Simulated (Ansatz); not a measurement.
A nudged elastic band was laid between two geometries of H₃InS (5 atoms, charge 0, multiplicity 1).

The calculation used RKS PBE0-D4/def2-SVP in Ansatz 0.2.0.

```
movable images  : 5
climbing image  : yes
spring          : 5.0 eV/Å²
optimiser       : quadratic models (default)
start path      : through a guess of the saddle point
force threshold : 0.05 eV/Å
iteration limit : 60
end points      : relaxed
```

Initial state:

```xyz
5
Properties=species:S:1:pos:R:3
S 1.145 -0.948 0.919
In -0.189 0.622 -0.337
H 0.255 -1.958 0.807
H -1.695 0.039 -0.930
H 0.533 2.172 -0.500
```

Final state:

```xyz
5
Properties=species:S:1:pos:R:3
S 0.260 -1.591 0.678
In -0.406 0.462 -0.397
H 1.436 -1.099 1.129
H -1.935 0.375 -1.176
H 0.695 1.779 -0.276
```

(1) Which bonds break or form, and what moves?

(2) Give the energies along the band, and the barrier.

(3) What is the geometry of the highest image?

(4) What are the harmonic wavenumbers there?

## Answers

(1) No bond is made or broken. The dihedral H3–S1–In2–H5 goes from 180 to 0°. The two ends are copies of one structure, up to a mirror image or an exchange of like atoms.

(2) The run converged. The highest image is number 3 of 0 to 6, 28.7 kJ/mol above the ends, which have the same energy within 2 meV. A vibrational analysis at the climbing image gives one clearly imaginary mode, 369i cm⁻¹: a first-order saddle point.

```csv
image,path coordinate (Å),energy (kJ/mol),dihedral H3–S1–In2–H5 (°)
0,0.00,0.0,180
1,0.46,7.1,-150
2,0.93,21.5,-120
3,1.39,28.7,-90
4,1.85,21.4,-61
5,2.32,7.1,-30
6,2.78,0.0,0
```

(3) 
```xyz
5
Properties=species:S:1:pos:R:3:forces:R:3
S 0.516 -0.944 1.441 0.00 0.01 0.01
In -0.297 0.575 -0.304 0.00 0.00 0.00
H 0.946 -1.828 0.512 0.01 -0.01 -0.01
H -1.935 0.363 -0.810 0.00 0.00 0.00
H 0.821 1.760 -0.880 0.00 0.00 0.00
```

(4) 369i, 330, 404, 483, 608, 629, 1804, 1804, 2703 cm⁻¹.

Run time: 120 s on 1 thread of Arm Neoverse V1 (shared host), peak memory 0.23 GiB.
